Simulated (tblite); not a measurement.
Compound: C7H8FN (charge +1 and doublet state).
Geometry (GFN2-xTB, Å), atoms numbered from 1 in this order:
```xyz
17
C7H8FN angstrom
C      2.632   -0.400    0.253
C      1.197   -0.141    0.101
C      0.680    1.095   -0.335
C     -0.665    1.302   -0.465
C     -1.594    0.262   -0.160
N     -2.901    0.463   -0.289
C     -1.095   -0.989    0.281
C      0.255   -1.165    0.400
F      0.728   -2.335    0.809
H      3.238    0.453   -0.039
H      2.923   -1.283   -0.326
H      2.859   -0.675    1.289
H      1.372    1.890   -0.568
H     -1.042    2.256   -0.801
H     -3.264    1.350   -0.608
H     -3.563   -0.270   -0.072
H     -1.767   -1.799    0.521
```

Computed geometry: GFN2-xTB, gas phase. This method treats the open shell by occupation alone, without spin polarisation.

Take the most abundant isotopes and a rigid rotor. The values belong to one conformer with, in the numbering `[CH3:1][c:2]1[cH:3][cH:4][c:5]([NH2+:6])[cH:7][c:8]1[F:9]`, C4–C5–N6–H 0° and 180°.

Task: Give the principal moments of inertia and the rotational constants in MHz.

Result: Ia = 166.46, Ib = 378.12, Ic = 541.58 u·Å²; 505379 MHz·u·Å²/I gives A = 3036, B = 1337, C = 933.2 MHz.

Task: What kind of rotor is it?

Result: An asymmetric top: κ = (2 × 1337 − 3036 − 933.2)/(3036 − 933.2) = -0.62.

Task: Is it planar, by Δ = Ic − Ia − Ib?

Result: Not planar: Δ = Ic − Ia − Ib = -3.00 u·Å². For a rigid frame Δ = −2 Σ m c², so Σ m c² = 1.50 u·Å² lies off the ab plane, practically all of it from hydrogen. The atom farthest from that plane is 0.88 Å away.

Task: Give the other two planar moments, Paa and Pbb, and the rms extents of the mass along the axes.

Result: Paa = Σ m a² = (Ib + Ic − Ia)/2 = 376.61 and Pbb = Σ m b² = (Ia + Ic − Ib)/2 = 164.96 u·Å². With the mass M = 125.06 u, the rms extents √(P/M) along a, b and c are 1.74, 1.15, 0.11 Å.

For this open shell read J as N, the rotation without spin; fine and hyperfine splittings come on top. Its GFN2-xTB frequencies are all real (lowest 78 cm⁻¹). These are rigid-rotor constants of the computed structure; measured ground-state constants (B0) also hold zero-point vibration.

Hardware: Arm Neoverse V2, one thread, no GPU, shared host. Cost: 0.42 s wall. That covers the optimisation of the geometry.
